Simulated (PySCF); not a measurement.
Compound: C₈H₁₀O₂S.
SMILES with atom numbers: `[CH3:1][S:2](=[O:3])(=[O:4])[CH2:5][c:6]1[cH:7][cH:8][cH:9][cH:10][cH:11]1` (hydrogens: H12, H13, H14 on C1; H15, H16 on C5; H17 on C7; H18 on C8; H19 on C9; H20 on C10; H21 on C11)

Computed with PySCF 2.14.0, PBE0-D3(BJ)/def2-SVP geometry optimisation, gas phase.

(1) List the bond lengths, angles and torsions at this level.

## Answers

(1) 
```tsv
bond	length (bohr)
C1–S2	3.369
S2=O3, S2=O4	2.761
S2–C5	3.424
C5–C6	2.823
C6–C7, C6–C11	2.646
C7–C8, C10–C11	2.632
C8–C9, C9–C10	2.635
C1–H12, C1–H13, C1–H14	2.074
C5–H15, C5–H16	2.079
C7–H17, C11–H21	2.065
C8–H18, C10–H20	2.065
C9–H19	2.065
```

Bonds in one row agree within 0.02 bohr and their mean is given. A selection of angles:
```tsv
angle	degrees
S2–C1–H12	109.4
S2–C1–H14	104.6
H12–C1–H13	112.0
H12–C1–H14	110.3
C1–S2–O3	108.2
C1–S2–C5	104.6
O3–S2–O4	120.4
O3–S2–C5	106.9
S2–C5–C6	113.6
S2–C5–H15	101.6
S2–C5–H16	105.8
C6–C5–H15	113.3
H15–C5–H16	108.4
C5–C6–C7	120.4
C7–C6–C11	119.1
C6–C7–C8	120.6
C6–C7–H17	119.5
C8–C7–H17	119.8
C7–C8–C9	120.0
C7–C8–H18	119.8
C9–C8–H18	120.2
C8–C9–C10	119.7
C8–C9–H19	120.1
C6–C11–C10	120.2
```

Dihedral angles: C1–S2–C5–C6 56° (synclinal); S2–C5–C6–C7 -110° (anticlinal). The mirror-image conformer, all signs reversed, is as good.

Of the pairs four or more bonds apart, O4···H21 is among the closest relative to their van der Waals radii: 2.60 Å, 95 % of the sum of Bondi's values. The 6-membered ring C6–C7–C8–C9–C10–C11 has internal angles of 119.1° to 120.6° (sum 720°, against 720° for a flat polygon); it is planar, 0.00 Å rms from its mean plane, widest ring torsion 0°. The C–C distances run from 1.392 Å (C10–C11, aromatic) to 1.494 Å (C5–C6, drawn single), a spread of 0.102 Å. The 2 C–S bonds span 1.783 Å (C1–S2, drawn single) to 1.812 Å (S2–C5, drawn single), a spread of 0.029 Å. S2 (sulfonyl sulfur) is distorted tetrahedral (angles from 104.6° to 120.4°).

Point group: C1 (no symmetry element, even within 0.4 Å). No frequency check. The numbers are those of one conformer.

The run took 1.7 min wall, 4.2 min CPU on Intel Xeon 6975P-C, 2 threads, no GPU, shared host, and the process peaked at 1.1 GiB of memory. This is the geometry optimisation.
